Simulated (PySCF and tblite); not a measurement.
The numbers below are computed, except where a source is named.
Stationary points of C$_{6}$H$_{9}$N$_{3}$ at GFN2-xTB, in Å:

Structure A

```
 1 C    -1.534    1.023   -1.063
 2 N    -0.999    0.013   -0.181
 3 C    -1.887   -0.601    0.777
 4 C     0.351   -0.085   -0.009
 5 C     1.282    0.622   -0.795
 6 N     2.585    0.481   -0.662
 7 C     3.017   -0.358    0.263
 8 N     2.250   -1.058    1.080
 9 C     0.945   -0.924    0.954
10 H    -2.615    0.918   -1.115
11 H    -1.134    0.895   -2.071
12 H    -1.299    2.037   -0.719
13 H    -1.777   -0.167    1.778
14 H    -1.695   -1.673    0.838
15 H    -2.916   -0.462    0.452
16 H     0.974    1.327   -1.554
17 H     4.086   -0.475    0.365
18 H     0.357   -1.505    1.651
```

Structure B

```
 1 C    -1.542    0.368   -1.345
 2 N    -1.099   -0.299   -0.135
 3 C    -1.787    0.187    1.047
 4 C     0.319   -0.268    0.012
 5 C     1.079    0.888    0.179
 6 N     2.395    0.852    0.311
 7 C     2.966   -0.338    0.278
 8 N     2.352   -1.498    0.126
 9 C     1.036   -1.462   -0.006
10 H    -2.603    0.162   -1.481
11 H    -0.995   -0.039   -2.194
12 H    -1.398    1.458   -1.322
13 H    -1.657    1.266    1.216
14 H    -1.417   -0.353    1.917
15 H    -2.850   -0.021    0.933
16 H     0.629    1.873    0.209
17 H     4.042   -0.365    0.386
18 H     0.530   -2.410   -0.131
```

Geometries: GFN2-xTB; energies: revPBE/pcSseg-1 + D3(BJ), IEF-PCM benzene; zero-point and thermal terms from GFN2-xTB harmonic modes (soft modes blended into free rotors).

Task: Which structure is a saddle point, and along which motion?

Result: B: one imaginary mode (79i cm⁻¹ at GFN2-xTB, mostly on C1, C3, C5), along the rotation about the C4–N2 bond (torsion C5–C4–N2–C1 from -10° to 190°, rising).

Task: Give their symmetry and energies above the lowest.

Result: A Cs, 0.0 kcal/mol; B Cs, 6.9 kcal/mol.
